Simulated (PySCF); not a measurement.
## Where the electron goes

Species: C5H8N2Si.
Numbering: `[CH2:1]=[N:2][c:3]1[cH:4][cH:5][n:6]([SiH3:7])[cH:8]1` (hydrogens: H9, H10 on C1; H11 on C4; H12 on C5; H13, H14, H15 on Si7; H16 on C8)

Geometry (GFN2-xTB, Å), atoms numbered from 1 in this order:
```
atom  x, y, z in Å
C1    -3.3274    0.4591    0.0821
N2    -2.2009    0.9787    0.3041
C3    -1.0207    0.2873    0.1513
C4    -0.7664   -1.1063   -0.0577
C5     0.5803   -1.2493   -0.1234
N6     1.1924   -0.0279    0.0217
Si7    2.9146    0.2849    0.0556
C8     0.2094    0.8986    0.1997
H9    -4.2028    1.0724    0.2405
H10   -3.5005   -0.5631   -0.2659
H11   -1.4939   -1.8904   -0.1326
H12    1.1718   -2.1324   -0.2679
H13    3.1357    1.4933   -0.7345
H14    3.3336    0.4649    1.4468
H15    3.5270   -0.8970   -0.5440
H16    0.4401    1.9364    0.3310
```

Computed with TDDFT wB97X-D/def2-SVPD, vertical, gas phase, core orbitals frozen in the response (PySCF 2.14.0, density-fitted response routines).

Kohn–Sham orbitals with the atoms that hold most of them (Löwdin shares over 4%, at most four atoms; ? is withheld):

```tsv
orbital	ε (eV)	atoms
LUMO+2	2.07	Si7 61%, H14 10%, H13 9%, H15 9%
LUMO+1	1.78	Si7 43%, H15 12%, H13 11%, H14 11%
LUMO	?	?
HOMO	-7.94	?
HOMO-1	-8.78	C4 32%, N6 20%, C5 15%, C3 10%
HOMO-2	-9.10	N2 55%, C1 15%, C3 10%, C4 6%
HOMO-3	-11.75	N2 22%, Si7 16%, C1 14%, H14 12%
```

**Question.** Give the leading atoms of the LUMO.

**Answer.** C1 (bonded to N and 2 H) 31%; N2 (bonded to 2 C) 25%; C8 (bonded to C, N and H) 11%; H10 (bonded to C) 6%. By element: carbon 42% or more, nitrogen 25% or more, hydrogen 6% or more.

**Question.** Give the leading atoms of the HOMO.

**Answer.** C8 (bonded to C, N and H) 24%; C3 (bonded to 2 C and N) 19%; C5 (bonded to C, N and H) 17%; C1 (bonded to N and 2 H) 10%.

**Question.** What is the LUMO energy, and the HOMO–LUMO gap?

**Answer.** ε(LUMO) = 1.05 eV; the gap is 8.99 eV (0.3303 hartree).

**Question.** How does S1 compare with the orbital gap of 8.99 eV?

**Answer.** S1 is at 4.54 eV (f = 0.025), 4.45 eV below the gap, made of HOMO-2→LUMO (74%), HOMO→LUMO (16%). Its leading pair isn't HOMO and LUMO; the energies of that pair differ by 10.14 eV. 

**Question.** Give energy, strength and leading configuration of S1, S2, S3, S4 and S6, and follow the Löwdin shares of the leading atoms from the occupied to the empty orbital.

**Answer.** 
- S1 (4.54 eV, f 0.025), HOMO-2→LUMO (74%): N2 55% → 25%, C1 15% → 31%
- S2 (5.27 eV, f 0.319), HOMO→LUMO (78%): C8 24% → 11%, C3 19% → at most 7%, C1 10% → 31%, N2 at most 10% → 25%
- S3 (5.73 eV, f 0.121), HOMO-1→LUMO (81%): C4 32% → at most 7%, N6 20% → at most 7%, C1 at most 10% → 31%, N2 at most 10% → 25%
- S4 (5.98 eV, f 0.0016), HOMO→LUMO+1 (89%): C8 24% → at most 11%, C3 19% → at most 11%, Si7 at most 10% → 43%, H15 at most 10% → 12%
- S6 (6.68 eV, f 0.0081), HOMO-1→LUMO+1 (79%): C4 32% → at most 11%, N6 20% → at most 11%, Si7 at most 10% → 43%, H15 at most 10% → 12%

Time: 98 s wall (grids of density and orbitals included). Hardware: an Arm Neoverse N1 with one thread, no GPU, on a shared host.

One conformer stands for the species.
